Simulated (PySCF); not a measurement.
Computed with ωB97X-D3(BJ)/def2-TZVP // PBE0-D3(BJ)/def2-SVP in PySCF. Gas-phase values, no solvent. One relaxed conformer stands for a flexible species; it need not be the lowest. Excitations are Tamm–Dancoff values on a coarser integration grid. The basis has no diffuse functions, so Rydberg states are missing or too high.

Reference species (SMILES): `[OH][Ge]([OH])([OH])[OH]` (neutral, multiplicity 1).

```yaml
HOMO–LUMO gap: 13.56 eV
T1 excitation (TDA): 7.40 eV
HOMO: -11.84 eV
```

Changed species: `[Ge]([O]C)([OH])([O]C)[O]C` (3 of 4 OH replaced by OCH3; the reference has 0 of 4 OH replaced by OCH3).

What does the change do to the HOMO–LUMO gap, T1 excitation (TDA) and HOMO?

the HOMO–LUMO gap falls by 0.74 eV, to 12.82 eV; the T1 excitation (TDA) falls by 0.35 eV, to 7.05 eV; the HOMO goes up by 1.20 eV, to -10.64 eV.
